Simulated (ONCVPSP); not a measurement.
**Logarithmic derivatives: Co (Z = 27), ONCV**

* Element: Co
* Generator: ONCVPSP 4.0.1
* Type: optimised norm-conserving Vanderbilt (ONCV)
* Functional: PBEsol
* Relativity: scalar-relativistic
* Frozen core: [Ne]
* Valence charge: 17
* Reference configuration: 3s2 3p6 3d7 4s1.75 4p0.25
* Partial waves: 3s+4s: rc 1.20 bohr, ncon 4, nbas 7, qcut 8.5 1/bohr, 2 projectors; 3p+4p: rc 1.10 bohr, ncon 5, nbas 8, qcut 10.2 1/bohr, 2 projectors; 3d: rc 0.85 bohr, ncon 4, nbas 7, qcut 10.8 1/bohr, 2 projectors, debl 0.9 Ha
* Local potential: polynomial inside 0.60 bohr (lpopt 3, dvloc0 1 Ha)
* Core correction: none

The phase is arctan(r·R′/R) of the radial function R(r), unwrapped; energies in Ha, scanned from -5 to 5 Ha. A pole is an energy at which the radial function vanishes at the test radius. The pseudo phase is shifted by a multiple of π to meet the all-electron one at the reference energy, and phase errors are pseudo minus all-electron; the curves can meet again beyond the range given. Levels narrower than the energy grid can be missing from the lists of poles.

Task: For each channel, where are the poles, and over which energies does the pseudopotential scatter like the atom?

Result:

```csv
channel,radius (bohr),reference energy (Ha),"poles, all-electron","poles, pseudo",unbroken range about the reference energy with phases within 0.05 rad,phase error 1 Ha above the reference energy (rad)
s,1.22,-0.21,-2.81,-2.81,the whole range,-0.000
p,1.12,-0.05,-0.67,-0.67,the whole range,+0.000
d,0.86,-0.32,3.99,3.98,the whole range,+0.000
```

Phases in the s channel:

| E (Ha) | all-electron | pseudo |
| --- | --- | --- |
| -4.96 | 0.148 | 0.148 |
| -4.48 | -0.661 | -0.661 |
| -4.00 | -1.165 | -1.165 |
| -3.52 | -1.399 | -1.399 |
| -3.04 | -1.527 | -1.527 |
| -2.56 | -1.611 | -1.611 |
| -2.08 | -1.675 | -1.675 |
| -1.60 | -1.728 | -1.728 |
| -1.12 | -1.779 | -1.779 |
| -0.64 | -1.829 | -1.829 |
| -0.16 | -1.885 | -1.885 |
| 0.32 | -1.949 | -1.949 |
| 0.80 | -2.030 | -2.030 |
| 1.28 | -2.135 | -2.135 |
| 1.76 | -2.282 | -2.283 |
| 2.24 | -2.496 | -2.498 |
| 2.72 | -2.808 | -2.813 |
| 3.20 | -3.206 | -3.215 |
| 3.68 | -3.596 | -3.607 |
| 4.16 | -3.891 | -3.902 |
| 4.64 | -4.091 | -4.102 |
